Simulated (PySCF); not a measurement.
Method: PBE-D3(BJ)/def2-TZVP // BP86-D3(BJ)/def2-SVP (PySCF). Gas-phase values, no solvent. One relaxed conformer stands for a flexible species; it need not be the lowest. 

Reference species: [Mo(=O)(NH2)4] (neutral, multiplicity 1).

- HOMO–LUMO gap: 2.60 eV
- LUMO: -2.85 eV
- coordination number: 5

After one change: the HOMO–LUMO gap rises by 2.06 eV; the LUMO rises by 2.04 eV; the coordination number falls by 1.

Question: What was changed between the two runs? The new species is one of these.
A) [Nb(=O)(NH2)3]
B) [Ta(=O)(NH2)3]
C) [W(=O)(NH2)4]
D) [W(=O)2(NH2)2]

Answer: B, [Ta(=O)(NH2)3]
